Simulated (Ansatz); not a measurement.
Consider the formal exchange of groups at a B–C bond: `BCCBr` + `F[CH2][SnH3]` → `[BH2][SnH2][CH2]F` + `CCBr`.

Program: Ansatz. Geometries: PBE0-D4/def2-TZVP. ΔE: electronic, gas phase. CCSD(T)/CBS is the MP2 limit (def2-TZVPP, def2-QZVPP) plus CCSD(T) − MP2 in def2-TZVPP, frozen cores. Elements past krypton have def2 core potentials. For Br, Sn outer-core shells are correlated without core-valence functions, which leaves a few kJ/mol of doubt a bond. Scalar relativity is left out up to krypton. One conformer a species, not always the lowest.

`BCCBr`:

Cartesian coordinates in Å:
```
B 0.779 -0.622 1.067
C -0.076 0.478 0.376
C -0.661 0.143 -0.974
Br 0.762 -0.091 -2.292
H 1.453 -0.346 2.016
H 0.715 -1.763 0.710
H 0.437 1.445 0.354
H -0.909 0.632 1.090
H -1.299 0.924 -1.381
H -1.200 -0.802 -0.966
```

`F[CH2][SnH3]`:

Z-matrix (Å, degrees):
```
C
Sn 1 2.169
F 1 1.386 2 110.1
H 1 1.093 2 110.6 3 119.7
H 1 1.093 2 110.6 3 -119.7
H 2 1.709 1 108.5 3 180.0
H 2 1.705 1 109.3 3 -60.4
H 2 1.705 1 109.3 3 60.3
```

`[BH2][SnH2][CH2]F`:

Z-matrix (Å, degrees):
```
Sn
C 1 2.176
B 1 2.245 2 110.4
H 1 1.716 2 106.3 3 -119.3
H 1 1.710 2 107.9 3 125.8
F 2 1.390 1 109.7 3 -51.9
H 2 1.092 1 111.2 3 -171.5
H 2 1.093 1 110.6 3 67.4
H 3 1.194 1 121.7 2 141.6
H 3 1.194 1 119.8 2 -39.2
```

`CCBr`:

Z-matrix (Å, degrees):
```
C
C 1 1.506
H 1 1.091 2 111.3
H 1 1.095 2 109.4 3 119.6
H 1 1.091 2 111.3 3 -120.9
Br 2 1.950 1 111.6 3 60.4
H 2 1.088 1 112.5 3 178.6
H 2 1.088 1 112.5 3 -57.7
```

```json
{"species": "`BCCBr`", "CCSD(T)/CBS(def2) energy (Eh)": "-2677.80975"}
{"species": "`F[CH2][SnH3]`", "CCSD(T)/CBS(def2) energy (Eh)": "-354.83026"}
{"species": "`[BH2][SnH2][CH2]F`", "CCSD(T)/CBS(def2) energy (Eh)": "-380.19861"}
{"species": "`CCBr`", "CCSD(T)/CBS(def2) energy (Eh)": "-2652.43806"}
```

Task: Work out ΔE.

Result: ΔE = (-380.19861) + (-2652.43806) − (-2677.80975) − (-354.83026) = 0.00334 Eh = +8.8 kJ/mol.

Largest T1 diagnostic among the species: 0.013.
